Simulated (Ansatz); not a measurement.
`FC(Br)I` + H₂ → `FCBr` + HI at 600 K and 1 bar (hydrogenolysis of a C–I bond).

Calculated with Ansatz (gas phase, PBE0-D4/def2-TZVP geometries, no zero-point term in ΔE). CCSD(T)/CBS is the MP2 limit (def2-TZVPP, def2-QZVPP) plus CCSD(T) − MP2 in def2-TZVPP, frozen cores. This one scheme is used for every species. def2 core potentials past Kr. For Br, I outer-core shells are correlated without core-valence functions, which leaves a few kJ/mol of doubt a bond. Scalar relativity is left out up to krypton.

| species | CCSD(T)/CBS energy (Eh) | H − E (kJ/mol) | S (J/(mol·K)) |
| --- | --- | --- | --- |
| `FC(Br)I` | -3009.18101 | 90.3 | 378.0 |
| H₂ | -1.17544 | 43.9 | 150.8 |
| `FCBr` | -2712.35054 | 109.9 | 316.9 |
| HI | -298.03592 | 31.6 | 227.0 |

H − E and S are ideal-gas, rigid-rotor, harmonic terms from PBE0-D4/def2-TZVP, for one conformer and one mirror image of each species. The MP2-based limit puts H₂ 0.8 mEh under its directly extrapolated value; such offsets cancel only in part. 1 Eh = 2625.50 kJ/mol, R = 8.31446 J/(mol·K).

Q: By hand: ΔE, ΔH, ΔS and ΔG.

A: ΔE = (-2712.35054) + (-298.03592) − (-3009.18101) − (-1.17544) = -0.03001 Eh = -78.8 kJ/mol. Δ(H − E) = 109.9 + 31.6 − 90.3 − 43.9 = 7.3, so ΔH = -71.5 kJ/mol. ΔS = 316.9 + 227.0 − 378.0 − 150.8 = 15.1 J/(mol·K). ΔG = -71.5 − 600 × (15.1)/1000 = -80.6 kJ/mol.

Q: By hand: the equilibrium constant, and the temperature at which ΔG would vanish if ΔH and ΔS stayed fixed.

A: log₁₀ K = −ΔG/(RT ln 10) = 7.0. ΔH and −TΔS have one sign here, so there is no such temperature.

ΔH outweighs TΔS. A doubt of 5 kJ/mol in ΔE shifts log₁₀ K by 0.4 here. Other conformers and mirror images would add mixing entropy, several J/(mol·K) or more a flexible species. These are equilibria of isolated gas molecules and say nothing of rates. Largest T1 diagnostic: 0.009 (customary marks: 0.02 for closed shells, 0.045 for open ones).
